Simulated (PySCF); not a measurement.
**`O(C)[C@@H]1C[CH2][Ge@@H]1[Cl]`, C$_{4}$H$_{9}$ClGeO**

Geometry:
| atom | x (Å) | y (Å) | z (Å) |
| --- | --- | --- | --- |
| C1 | 2.353 | 0.198 | 0.175 |
| O2 | 1.080 | 0.645 | -0.217 |
| C3 | 0.072 | 0.498 | 0.755 |
| C4 | -0.504 | -0.928 | 0.843 |
| C5 | -1.545 | -0.940 | -0.288 |
| Ge6 | -1.601 | 1.073 | -0.247 |
| Cl7 | -1.322 | 2.132 | -2.042 |
| H8 | 2.373 | -0.882 | 0.357 |
| H9 | 2.684 | 0.715 | 1.085 |
| H10 | 3.030 | 0.435 | -0.644 |
| H11 | 0.409 | 0.897 | 1.719 |
| H12 | -0.987 | -1.051 | 1.813 |
| H13 | 0.256 | -1.701 | 0.734 |
| H14 | -2.430 | -1.535 | -0.075 |
| H15 | -1.110 | -1.292 | -1.222 |
| H16 | -2.767 | 1.746 | 0.511 |

Computed, not measured: TDDFT B3LYP/aug-cc-pVDZ circular dichroism and optical rotation, one conformer, gas phase in PySCF. Geometry: GFN2-xTB.

The molecule is flexible and this is one conformer; a measurement averages over conformers. The calculation is non-relativistic, which matters for the atoms heavier than Zn. States above about 7.1 eV lie in this functional's continuum (it starts at minus the energy of the highest occupied orbital, well below the true ionisation energy for most functionals) and depend on the basis. Singlets 12 and 13 lie within 0.01 eV of each other, so their separate moments and overlaps can depend on how they mix.

(1) What are the CIP labels of the stereocentres?

(2) List the lowest 16 singlet excitations with oscillator and rotatory strengths.

## Answers

(1) C3 S, Ge6 S.

(2) Rotatory strengths R in 10⁻⁴⁰ esu² cm², velocity form and length form (origin at the centre of mass); f in length form.
```csv
state,E (eV),λ (nm),f,R (velocity),R (length),main
1,5.77,215,0.022,+13.6,+13.6,HOMO→LUMO 0.93
2,5.95,208,0.007,-7.3,-7.2,"HOMO−1→LUMO 0.42, HOMO→LUMO+1 0.41"
3,5.99,207,0.006,+40.6,+41.0,"HOMO−1→LUMO 0.47, HOMO→LUMO+1 0.44"
4,6.12,203,0.002,-12.9,-13.1,HOMO→LUMO+2 0.85
5,6.31,196,0.022,+32.3,+32.0,"HOMO−1→LUMO+1 0.58, HOMO→LUMO+3 0.30"
6,6.40,194,0.045,-6.2,-6.1,"HOMO→LUMO+3 0.59, HOMO−1→LUMO+1 0.26"
7,6.43,193,0.051,+6.1,+5.7,"HOMO−1→LUMO+2 0.78, HOMO−2→LUMO 0.09"
8,6.58,188,0.045,+2.2,+2.1,"HOMO−2→LUMO 0.62, HOMO→LUMO+4 0.20"
9,6.65,186,0.010,-3.0,-2.8,HOMO−1→LUMO+3 0.90
10,6.67,186,0.047,-16.6,-16.5,"HOMO→LUMO+4 0.69, HOMO−2→LUMO 0.10"
11,6.81,182,0.023,-18.9,-18.5,"HOMO→LUMO+5 0.43, HOMO−2→LUMO+1 0.20"
12,6.92,179,0.017,+5.3,+5.3,"HOMO→LUMO+5 0.47, HOMO−1→LUMO+4 0.19"
13,6.93,179,0.014,-24.9,-24.8,"HOMO−1→LUMO+4 0.63, HOMO−2→LUMO+1 0.15"
14,7.01,177,0.003,+21.6,+21.2,"HOMO−2→LUMO+2 0.56, HOMO−2→LUMO+1 0.29"
15,7.07,175,0.018,-14.1,-14.2,HOMO→LUMO+6 0.85
16,7.21,172,0.008,-1.5,-1.5,"HOMO−2→LUMO+3 0.39, HOMO→LUMO+7 0.24"
```

Among the states computed, the strongest CD band (largest |R|) is state 3. The largest dissymmetry factor in size, g = 4R/(D+G), with D and G the electric and magnetic dipole strengths, is +0.063 for state 14 (velocity form, f = 0.004), among bands with |R| over 0.5. The mirror image has the same energies and oscillator strengths and all R with the opposite sign.
